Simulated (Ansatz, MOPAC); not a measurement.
Species: SiP₂H₅ (charge 0, doublet). SMILES: P[SiH]P

Atoms: P1, Si2, P3, H4, H5, H6, H7, H8. Bonds: P1-Si2, P1-H4, P1-H5, Si2-P3, Si2-H6, P3-H7, P3-H8.

Bond lengths (Å) and angles (degrees) optimised at PM3 with MOPAC; HF/STO-3G with Ansatz (a first-principles code); B3LYP/LANL2DZ with Ansatz, each started from the B3LYP-D3(BJ)/def2-TZVP structure (Ansatz) of the last column. A row stands for all coordinates that are equal there; 9 of 13 kinds are shown. No wavenumbers were computed at HF/STO-3G, B3LYP/LANL2DZ, so these may be saddle points.

| coordinate | PM3 | HF/STO-3G | B3LYP/LANL2DZ | B3LYP-D3(BJ)/def2-TZVP |
|---|---|---|---|---|
| P1-Si2 | 2.163 | 2.204 | 2.352 | 2.263 |
| P1-H4 | 1.336 | 1.380 | 1.447 | 1.419 |
| P1-H5 | 1.308 to 1.338 | 1.381 | 1.447 to 1.451 | 1.423 |
| Si2-P3 | 1.843 | 2.202 | 2.340 | 2.270 |
| Si2-H6 | 1.495 | 1.430 | 1.491 | 1.489 |
| P3-H7 | 1.309 | 1.380 | 1.445 | 1.420 |
| P1-Si2-P3 | 135.1 | 113.7 | 114.3 | 114.1 |
| Si2-P1-H4 | 107.0 | 96.1 | 96.5 | 94.0 |
| Si2-P1-H5 | 105.2 | 96.3 | 97.7 | 95.4 |

A range marks coordinates that this level makes unequal.

Mean signed difference of all 7 bond lengths from B3LYP-D3(BJ)/def2-TZVP: PM3 -0.130 Å, HF/STO-3G -0.050 Å, B3LYP/LANL2DZ 0.038 Å.
